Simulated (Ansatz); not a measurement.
[TcNCl4]2- (TcNCl₄²⁻) was relaxed with PBE0-D4 (def2-SVPD) in Ansatz in these states: charge -2 singlet, charge -2 triplet. The geometries follow in no particular order.

In the def2 sets Tc takes a core potential; there is no spin–orbit coupling. A multiply charged anion in the gas phase is held together partly by the finite basis. Removing one electron lowers the energy by 0.78 eV at PBE0-D4/def2-TZVPD, so it isn't bound.

A:

```xyz
6

Tc   -0.0308    0.0059   -0.2534
N    -0.2243    0.0427   -1.8370
Cl   -2.0176   -1.5622    0.0394
Cl   -1.0969    1.5847    1.4029
Cl    1.9767    1.5703   -0.3759
Cl    1.3930   -1.6414    1.0240
```

B:

Cartesian coordinates in Å:
```
Tc -0.0309 -0.0547 0.1264
N -0.3783 -0.6661 1.5461
Cl -2.1622 -0.0617 -1.0761
Cl 0.5785 -1.9923 -1.2386
Cl 2.3667 0.4222 0.2400
Cl -0.3739 2.3526 0.4023
```

**Question.** Judge from the bond lengths which geometry belongs to which state (an estimate).

**Answer.** A is the charge -2 triplet (Tc1–Cl5 2.548 Å, Tc1–Cl3 2.548 Å, Tc1–Cl6 2.524 Å); B is the charge -2 singlet (Tc1–Cl5 2.447 Å, Tc1–Cl3 2.447 Å, Tc1–Cl6 2.447 Å).

At PBE0-D4/def2-SVPD the highest occupied level of the charge -2 triplet lies above zero (up to 1.92 eV). The electron is either unbound and held by the finite basis, or the level is raised by self-interaction error. At PBE0-D4/def2-SVPD the highest occupied level of the charge -2 singlet lies above zero (up to 2.05 eV). By energy differences it is unbound by 0.78 eV (vertical, against the charge -1 doublet, at PBE0-D4/def2-TZVPD) and held by the finite basis.
